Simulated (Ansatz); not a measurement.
Basis-set extrapolation for C7H9N (`Cc1ccncc1C`) (PBE0-D4/def2-TZVP geometry, frozen core, Ansatz 0.2.0). Multiplicity 1, RHF reference.

|  | def2-TZVPP | def2-QZVPP |
| --- | --- | --- |
| HF | -324.887639 | -324.901580 |
| MP2 correlation | -1.334064 | -1.418940 |
| CCSD(T) correlation | -1.438999 | not run |

Energies in hartree. Use E(X) = E(∞) + A·exp(−7.88·√X) for Hartree–Fock and E(X) = E(∞) + B·X^(−2.97) for correlation, with X = 3 and 4, and add CCSD(T) minus MP2 of the smaller set to the MP2 limit.

Problem. What is the CCSD(T) energy at the basis-set limit?

Solution. HF limit: -324.901580 + (-0.013941) × 0.13774 = -324.90350. MP2 limit: -1.418940 + (-0.084876) × 0.74074 = -1.48181. Higher-order term: -1.438999 − (-1.334064) = -0.10494. Total: -326.49025 hartree, 4.45 eV below CCSD(T)/def2-TZVPP.
